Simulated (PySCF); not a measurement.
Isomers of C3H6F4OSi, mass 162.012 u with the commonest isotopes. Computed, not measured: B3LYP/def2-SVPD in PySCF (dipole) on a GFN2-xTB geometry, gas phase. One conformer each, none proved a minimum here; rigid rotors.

**Question.** Order these by dipole moment, largest first.
A. `[F:1][CH2:2][SiH2:3][CH2:4][O:5][C:6]([F:7])([F:8])[F:9]` with F1–C2–Si3–C4 -164°, C2–Si3–C4–O5 -39°, Si3–C4–O5–C6 -73°
B. `[F:1][CH2:2][CH2:3][CH2:4][O:5][Si:6]([F:7])([F:8])[F:9]` with F1–C2–C3–C4 -61°, C2–C3–C4–O5 -179°, C3–C4–O5–Si6 -179°
C. `[CH3:1][O:2][Si@H:3]([F:4])[CH2:5][C:6]([F:7])([F:8])[F:9]` with C1–O2–Si3–F4 -58°, O2–Si3–C5–C6 -162°

**Answer.** C (3.52 D), B (3.06 D), A (2.32 D).

**Question.** Order these by out-of-plane moment Σ m c² = (Ia + Ib − Ic)/2, smallest first.
A. `[CH3:1][O:2][Si@H:3]([F:4])[CH2:5][C:6]([F:7])([F:8])[F:9]` with C1–O2–Si3–F4 -58°, O2–Si3–C5–C6 -162°
B. `[F:1][CH2:2][CH2:3][CH2:4][O:5][Si:6]([F:7])([F:8])[F:9]` with F1–C2–C3–C4 -61°, C2–C3–C4–O5 -179°, C3–C4–O5–Si6 -179°
C. `[F:1][CH2:2][SiH2:3][CH2:4][O:5][C:6]([F:7])([F:8])[F:9]` with F1–C2–Si3–C4 -164°, C2–Si3–C4–O5 -39°, Si3–C4–O5–C6 -73°

**Answer.** A (54.89 u·Å²), C (63.86 u·Å²), B (69.62 u·Å²).

**Question.** Order these by rotational constant A, smallest first.
A. `[F:1][CH2:2][SiH2:3][CH2:4][O:5][C:6]([F:7])([F:8])[F:9]` with F1–C2–Si3–C4 -164°, C2–Si3–C4–O5 -39°, Si3–C4–O5–C6 -73°
B. `[CH3:1][O:2][Si@H:3]([F:4])[CH2:5][C:6]([F:7])([F:8])[F:9]` with C1–O2–Si3–F4 -58°, O2–Si3–C5–C6 -162°
C. `[F:1][CH2:2][CH2:3][CH2:4][O:5][Si:6]([F:7])([F:8])[F:9]` with F1–C2–C3–C4 -61°, C2–C3–C4–O5 -179°, C3–C4–O5–Si6 -179°

**Answer.** A (2522 MHz), B (2926 MHz), C (3054 MHz).

```tsv
SMILES	point group	Ia (u·Å²)	Ib (u·Å²)	Ic (u·Å²)	κ	μa (D)	μb (D)	μc (D)
CO[Si@H](F)CC(F)(F)F	C1	172.70	720.16	783.09	-0.95	3.09	1.67	0.20
FC[SiH2]COC(F)(F)F	C1	200.42	692.52	765.24	-0.93	0.07	2.10	0.96
FCCCO[Si](F)(F)F	C1	165.46	979.64	1005.86	-0.99	2.56	1.34	1.00
```
